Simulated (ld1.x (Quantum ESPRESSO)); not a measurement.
**chlorine (Cl): excitation energies, all-electron against ultrasoft**

ld1.x (Quantum ESPRESSO) 7.5 input, shortened:

```
&input
   title='Cl', zed=17., rel=0, dft='BP', iswitch=3,
   config='[Ne] 3s2 3p5 3d-2'
 /
 &inputp
   pseudotype=3, tm=.true., lloc=-1, rcloc=0.85,
   nlcc=.true., new_core_ps=.true.,
   which_augfun='PSQ', rmatch_augfun_nc=.true.
 /
5
3S  1  0   2.00   0.00  1.00  1.40  0.0
3S  1  0   0.00  -1.05  1.00  1.40  0.0
3P  2  1   5.00   0.00  1.20  1.40  0.0
3P  2  1   0.00  -0.05  1.20  1.40  0.0
3D  3  2  -2.00  -0.15  1.00  1.15  0.0
 &test
   configts(1)='3s2 3p5'
 /
```

Energies are relative to the spin-unpolarised reference configuration 3s2 3p5; without spin polarisation the order of configurations can differ from experiment.

```csv
valence configuration,charge,ΔE all-electron (eV),error AE − PS (meV)
3s2 3p3,+2,39.523,+4.4
3s2 3p2,+3,77.928,+18
3s2 3p1,+4,130.279,+55
3s1 3p5,+1,26.499,-5.7
3s2 3p5.3,-0.3,-2.170,0.0
```

(1) What are ΔE and the potential's error for 3s2 3p4?

(2) What are ΔE and the potential's error for 3s2 3p4.5?

Levels in the configuration 3s2 3p3:

```json
{"level": "3s", "all-electron (eV)": "-44.812", "pseudo (eV)": "-44.815"}
{"level": "3p", "all-electron (eV)": "-31.779", "pseudo (eV)": "-31.772"}
```

Results:

(1) ΔE = 13.978 eV all-electron; the error (AE − PS) is +0.5 meV.

(2) ΔE = 5.635 eV all-electron; the error (AE − PS) is 0.0 meV.
